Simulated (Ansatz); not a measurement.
`C[NH][In]([Cl])[Cl]` + `N=C=O` → `O=C=[N][In]([Cl])[Cl]` + CH₃NH₂ at 600 K and 1 bar (ligand exchange at the In–N bond).

Isolated molecules relaxed with PBE0-D4/def2-TZVP in Ansatz; ΔE leaves out vibrations. CCSD(T)/CBS is the MP2 limit (def2-TZVPP, def2-QZVPP) plus CCSD(T) − MP2 in def2-TZVPP, frozen cores. This one scheme is used for every species. Elements past krypton have def2 core potentials. For In outer-core shells are correlated without core-valence functions, which leaves a few kJ/mol of doubt a bond. One conformer a species, not always the lowest.

| species | CCSD(T)/CBS energy (Eh) | H − E (kJ/mol) | S (J/(mol·K)) |
| --- | --- | --- | --- |
| `C[NH][In]([Cl])[Cl]` | -1204.63611 | 208.7 | 484.7 |
| `N=C=O` | -168.51995 | 83.3 | 274.5 |
| `O=C=[N][In]([Cl])[Cl]` | -1277.41850 | 96.3 | 476.6 |
| CH₃NH₂ | -95.75281 | 199.3 | 283.8 |

H − E and S are ideal-gas, rigid-rotor, harmonic terms from PBE0-D4/def2-TZVP, for one conformer and one mirror image of each species. 1 Eh = 2625.50 kJ/mol, R = 8.31446 J/(mol·K).

Question: By hand: ΔE, ΔH, ΔS and ΔG.

Answer: ΔE = (-1277.41850) + (-95.75281) − (-1204.63611) − (-168.51995) = -0.01525 Eh = -40.0 kJ/mol. Δ(H − E) = 96.3 + 199.3 − 208.7 − 83.3 = 3.6, so ΔH = -36.4 kJ/mol. ΔS = 476.6 + 283.8 − 484.7 − 274.5 = 1.2 J/(mol·K). ΔG = -36.4 − 600 × (1.2)/1000 = -37.1 kJ/mol.

Question: By hand: the equilibrium constant, and the temperature at which ΔG would vanish if ΔH and ΔS stayed fixed.

Answer: log₁₀ K = −ΔG/(RT ln 10) = 3.2. ΔH and −TΔS have one sign here, so there is no such temperature.

The number of gas molecules stays the same, so ΔS is small and ΔH decides. A doubt of 5 kJ/mol in ΔE shifts log₁₀ K by 0.4 here. Other conformers and mirror images would add mixing entropy, several J/(mol·K) or more a flexible species. Modes under 60 cm⁻¹, often nearly free rotors, make the harmonic entropy too high. These are equilibria of isolated gas molecules and say nothing of rates. Largest T1 diagnostic: 0.018 (customary marks: 0.02 for closed shells, 0.045 for open ones).

ΔS is within the doubt of such terms, so its sign, and with it that verdict, could turn.
